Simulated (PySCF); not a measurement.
1-hydroxysilylpropan-2-one (C3H8O2Si), SMILES O[SiH2]CC(C)=O.

Geometry optimised at PBE0-D3(BJ)/def2-SVP. One conformer was computed; it need not be the lowest.

These are TDA-B3LYP/def2-SVPD run with PySCF 2.14.0 values and carry that method's errors.

Vertical excitations. Isolated molecule, no solvent.

Estimate the UV-visible absorptions. (The exact figures need the calculation; the answer reports its results.)


```tsv
state	energy (eV)	λ (nm)	f	main pairs
S1	4.53	273	0.003	HOMO→LUMO 97 %
S2	6.09	204	0.006	HOMO−1→LUMO 99 %
S3	6.70	185	0.023	HOMO→LUMO+1 96 %
S4	6.86	181	0.098	HOMO−2→LUMO 89 %
S5	6.99	177	0.010	HOMO→LUMO+2 93 %
S6	7.41	167	0.015	HOMO−1→LUMO+2 70 %, HOMO−1→LUMO+1 27 %
S7	7.51	165	0.018	HOMO−1→LUMO+1 68 %, HOMO−1→LUMO+2 27 %
S8	7.72	161	0.021	HOMO→LUMO+3 81 %, HOMO−3→LUMO 15 %
S9	7.83	158	0.008	HOMO−3→LUMO 44 %, HOMO→LUMO+4 29 %, HOMO→LUMO+3 14 %
S10	7.89	157	0.007	HOMO→LUMO+4 66 %, HOMO−3→LUMO 18 %
T1	4.00	310	0	HOMO→LUMO 97 %
T2	5.58	222	0	HOMO−1→LUMO 49 %, HOMO−2→LUMO 23 %, HOMO−3→LUMO 14 %, HOMO−5→LUMO 8 %
T3	6.25	198	0	HOMO−1→LUMO 50 %, HOMO−2→LUMO 21 %, HOMO−3→LUMO 14 %, HOMO−5→LUMO 9 %
T4	6.60	188	0	HOMO→LUMO+1 90 %
```
Triplets are in the Tamm–Dancoff approximation.
